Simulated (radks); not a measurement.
Values are calculated unless marked as measured or tabulated.
Problem. These are the eigenvalues of the occupied orbitals of an atom or ion with whole-number occupations (eV). Code: a radial shooting solver on a logarithmic mesh with Libxc functionals. Model: scalar-relativistic Kohn-Sham, LDA (Slater exchange, Perdew-Wang correlation), spin-polarised, spherical densities, finite nucleus; Fermi nuclear charge, rms radius of each element as measured or else 0.836 A^(1/3) + 0.57 fm.

| orbital | eigenvalue |
|---|---|
| 1s up | -583.3110 |
| 1s down | -582.0636 |
| 2s up | -80.2883 |
| 2s down | -77.5469 |
| 2p up | -66.3359 |

Which element is it, and in what charge state? The configuration may be excited. Open shells, if any, are filled with parallel spins first.

Solution. Z = 8, oxygen, charge +3: O3+ in [He] 2s2 2p1. The list shows which subshells hold electrons but not how many an open one holds; the 1s level, -21.436 hartree, gives Z - s = 6.5 by -(Z - s)^2/2, which with screening and relativity narrows Z to a few neighbours, and the depths of the outer levels then fix element, charge and occupations together.
